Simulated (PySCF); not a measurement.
Isomers of C7H12Si and their computed core-level spectra.

The calculation used delta-SCF UKS SCAN, pcX-2 on the ionised atom, pcseg-1 elsewhere, spin-free X2C (PySCF). Geometries: PBE0-D3(BJ)/def2-SVP; isolated species, one conformer each.

Line lists (1s up to Mg, 2p3/2 beyond; areas count atoms within a level, one atom standing for each set equivalent by bonding):
1. C 1s: 289.78 (area 1), 289.89 (area 2), 290.04 (area 2), 290.11 (area 1), 290.46 (area 1) eV; Si 2p3/2: 105.99 eV
2. C 1s: 289.14 (area 1), 289.42 (area 1), 290.30 (area 1), 290.35 (area 1), 290.44 (area 2), 290.61 (area 1) eV; Si 2p3/2: 106.29 eV
3. C 1s: 289.14 (area 1), 289.43 (area 1), 290.36 (area 1), 290.38 (area 1), 290.50 (area 1), 290.52 (area 1), 290.58 (area 1) eV; Si 2p3/2: 106.30 eV

Structures:
A. `C=CC[SiH]1CC=CC1`
B. `CC(C)C1=C[SiH2]C=C1`
C. `CCCC1=C[SiH2]C=C1`

**Question.** Match each list to its structure.

**Answer.** 
- 1 = A: no other candidate has these counts of sites. C 1s: 289.78 terminal =CH2 carbon, 289.89 sp3 carbon bound to silicon (×2), 290.04 alkene CH carbon (×2), 290.11 sp3 carbon bound to silicon, 290.46 alkene CH carbon; Si 2p3/2: 105.99 SiH silicon.
- 2 = B: no other candidate has these counts of sites. C 1s: 289.14 alkene CH carbon, 289.42 alkene CH carbon, 290.30 fully substituted alkene carbon, 290.35 alkene CH carbon, 290.44 methyl carbon (×2), 290.61 allylic carbon; Si 2p3/2: 106.29 SiH2 silicon.
- 3 = C: no other candidate has these counts of sites. C 1s: 289.14 alkene CH carbon, 289.43 alkene CH carbon, 290.36 alkene CH carbon, 290.38 fully substituted alkene carbon, 290.50 chain CH2 carbon, 290.52 allylic carbon, 290.58 methyl carbon; Si 2p3/2: 106.30 SiH2 silicon.

The 2p values aren't plain energy differences: one relaxed spin-free 2p hole is combined with a matrix within the shell (ground-state 2p orbital-energy differences and spin–orbit coupling). 2p3/2, the mean of its two sublevels, lies a third of the splitting below the shell's mean and 2p1/2 two thirds above it; the statistical areas are 2:1. 4 of these hole states are spin-contaminated (⟨S²⟩ up to 0.95, against 0.75; counted from 0.85) and less certain.
